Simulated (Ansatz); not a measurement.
CH₃F₃Si⁺, that is Si(CF3)H3 with one electron fewer. The state is a doublet with charge 1. Geometry r2SCAN-D4/def2-SVP, that of the neutral singlet; atoms count from 1.

```xyz
8

Si   -0.243    0.413   -0.860
C     0.234   -0.397    0.826
F    -0.453   -1.539    1.045
F    -0.022    0.426    1.866
F     1.547   -0.707    0.878
H     0.555    1.660   -1.001
H    -1.701    0.706   -0.821
H     0.083   -0.562   -1.934
```

Question: Estimate the Mulliken populations from the PBE0/def2-TZVP orbitals of Ansatz.

Answer: 
| atom | charge (e) | spin (α − β) |
| --- | --- | --- |
| Si1 | 0.20 | 0.16 |
| C2 | 0.39 | 0.30 |
| F3 | 0.00 | 0.15 |
| F4 | 0.00 | 0.15 |
| F5 | 0.00 | 0.15 |
| H6 | 0.13 | 0.03 |
| H7 | 0.13 | 0.03 |
| H8 | 0.13 | 0.03 |
Mulliken values depend strongly on the basis.

Question: Where does the spin sit?

Answer: Summed by element: Si 0.16, C 0.30, F 0.45, H 0.09, of 1 unpaired in all. Largest on single atoms: C2 0.30, Si1 0.16, F5 0.15.

Question: And the Mayer bond orders between heavy atoms (over 0.3)?

Answer: Si1–C2 0.57 (1.93 Å); C2–F3 1.22 (1.35 Å); C2–F4 1.22 (1.35 Å); C2–F5 1.22 (1.35 Å).
